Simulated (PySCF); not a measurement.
ClK. Atoms are numbered in the order given.

```xyz
2

K      0.0000     0.0000    -1.2723
Cl     0.0000     0.0000     1.4220
```
Charge 0, spin multiplicity 1.

Geometry optimised at PBE0-D3(BJ)/def2-TZVPD.

These are TDA-B3LYP/def2-TZVPD (PySCF) values and carry that method's errors.

Vertical excitations; the highest root listed may be one member of a degenerate set. Gas-phase values at a fixed geometry. State labels are in the subgroup C2v.

Task: List the lowest excited states. (The exact figures need the calculation; the answer reports its results.)

Result: 
```
state  symmetry  energy (eV)  λ (nm)      f                                   main pairs
-----  --------  -----------  ------  -----  -------------------------------------------
S1           B1         3.47     357  0.008                 HOMO−1→LUMO (degenerate set)
S2           B2         3.47     357  0.008                   HOMO→LUMO (degenerate set)
S3           A1         3.80     326  0.078                             HOMO−2→LUMO 98 %
S4           A1         5.00     248  0.000  HOMO−1→LUMO+1, HOMO→LUMO+2 (degenerate set)
S5           A2         5.00     248  0.000  HOMO→LUMO+1, HOMO−1→LUMO+2 (degenerate set)
S6           A2         5.03     246  0.000         HOMO−1→LUMO+2 50 %, HOMO→LUMO+1 50 %
S7           A1         5.07     245  0.007         HOMO→LUMO+2 49 %, HOMO−1→LUMO+1 49 %
S8           B1         5.19     239  0.007               HOMO−2→LUMO+1 (degenerate set)
S9           B2         5.19     239  0.007               HOMO−2→LUMO+2 (degenerate set)
S10          B1         5.25     236  0.060                           HOMO−1→LUMO+3 96 %
T1           B2         3.44     361      0                   HOMO→LUMO (degenerate set)
T2           B1         3.44     361      0                 HOMO−1→LUMO (degenerate set)
T3           A1         3.62     342      0                             HOMO−2→LUMO 99 %
T4           A1         4.99     248      0         HOMO−1→LUMO+1 49 %, HOMO→LUMO+2 49 %
```
Triplets are in the Tamm–Dancoff approximation.
